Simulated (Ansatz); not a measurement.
Abridged output of a molecular run in Ansatz:

```
Functional definition: HF
1129 factors; integrals over basis functions are off by at most 1.2e-3 eV
mean field evaluation 1: about -19365.6560 eV, gradient 2.9e1 eV
mean field evaluation 2: about -19365.6614 eV, gradient 2.9e1 eV
mean field evaluation 4: about -19368.5411 eV, gradient 4.0e0 eV
mean field evaluation 8: about -19368.6027 eV, gradient 1.3e-1 eV
mean field evaluation 16: about -19368.5889 eV, gradient 1.8e0 eV
mean field -19368.60299472 eV, -711.7830315454 hartree, gradient 2.1e-6 eV, S^2 0.000000; 0 other end points of the search recorded, 0 dependent functions left out
13 core orbitals not correlated: weight in the atoms' cores, before any rotation towards them, 1.000 or more for the frozen orbitals, at most 0.000 for the correlated occupied ones
reference -19368.60299472 eV, -711.7830315454 hartree; 14, 14 occupied and 86, 86 virtual orbitals, 1129 factors
second order -16.71202924 eV of doubles, -0.00000000 eV of singles
cycle   1  -17.59397114 eV  change   -8.8e-1 eV  update   1.1e-1
cycle   2  -18.19715234 eV  change   -6.0e-1 eV  update   3.4e-2
cycle   3  -18.31408704 eV  change   -1.2e-1 eV  update   1.5e-2
cycle   4  -18.31414391 eV  change   -5.7e-5 eV  update   4.4e-3
cycle   5  -18.31482498 eV  change   -6.8e-4 eV  update   1.6e-3
cycle   6  -18.31469361 eV  change    1.3e-4 eV  update   4.9e-4
cycle   7  -18.31465918 eV  change    3.4e-5 eV  update   1.7e-4
cycle   8  -18.31471694 eV  change   -5.8e-5 eV  update   7.9e-5
cycle   9  -18.31471814 eV  change   -1.2e-6 eV  update   3.0e-5
perturbative correction -0.64104431 eV, -0.0235579438 hartree
Total energy: -19387.55875717 eV, -712.4796429667 hartree
```

Its atoms:

Cartesian coordinates in Å:
```
N 0.6831 0.7201 3.0686
C 0.2554 0.7238 1.8058
C -0.1808 0.7105 0.6735
Si -0.7879 0.6134 -1.0225
Si -0.0261 -1.3936 -1.9557
H 0.7262 1.6146 3.5317
H 1.4643 0.1181 3.2778
H -0.2907 1.7597 -1.8327
H -2.2760 0.6496 -1.0596
H -0.5361 -2.5537 -1.1761
H 1.4615 -1.4348 -1.9473
H -0.4929 -1.5278 -3.3635
```

Problem. Which basis set was used?
A. def2-SVPD
B. cc-pV(T+d)Z
C. def2-SVP
D. def2-TZVPP

Solution. C. It gives 113 functions.

Problem. Write the keys of the input that set method, charge and spin (a neutral closed shell needs none for the last two).

Solution. 
```yaml
correlation: {method: ccsd_t}
```
